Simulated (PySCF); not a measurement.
Screening by computed properties: pick the candidate that meets the target.

All species are isolated and taken at one optimised geometry, non-relativistic unless stated. Electronic properties by PySCF.

The conformers computed, where there is a choice (atom-mapped SMILES and torsion angles):
- `[CH2:1][CH2:2][C:3](=[CH2:4])[C@@H:5]([CH3:6])[OH:7]`: C1–C2–C3–C4 129°, C2–C3–C5–C6 -71°, H–O7–C5–C3 -33°
- `[H]/[C:1]=[CH:2]\[CH2:3][C@@H:4]([OH:5])[CH2:6][CH3:7]`: C1–C2–C3–C4 -103°, C2–C3–C4–O5 63°, C3–C4–C6–C7 173°, H–O5–C4–C3 -46°
- `[CH2:1]=[CH:2][SiH:3][SiH2:4][SiH2:5][SiH3:6]`: C1–C2–Si3–Si4 153°, C2–Si3–Si4–Si5 -42°, Si3–Si4–Si5–Si6 -53°
- `[CH2:1]=[CH:2][C:3]([CH3:4])[CH2:5][O:6][CH3:7]`: C1–C2–C3–C4 -1°, C2–C3–C5–O6 135°, C3–C5–O6–C7 179°

(1) Wanted: isotropic g value between 2.0028 and 2.0034 (unrestricted B3LYP/pcH-1, mean-field spin–orbit) and smallest rotational constant above 1.5 GHz (GFN2-xTB), at GFN2-xTB geometries. Which candidate meets both?
A. `[SiH](C=C)[SiH2][SiH2][SiH3]` [radical]
B. `C([C@@H](C/C=[C]\[H])O)C` [radical]
C. `C([C](C=C)C)OC` [radical]
D. `[CH2]CC(=C)[C@@H](C)O` [radical]

Answers

(1) D. Computed values:
```csv
species,isotropic g value,smallest rotational constant
C([C@@H](C/C=[C]\[H])O)C [radical],2.00218,1.214 GHz
C([C](C=C)C)OC [radical],2.00258,1.131 GHz
[CH2]CC(=C)[C@@H](C)O [radical],2.00301,1.856 GHz
[SiH](C=C)[SiH2][SiH2][SiH3] [radical],2.00383,0.589 GHz
```
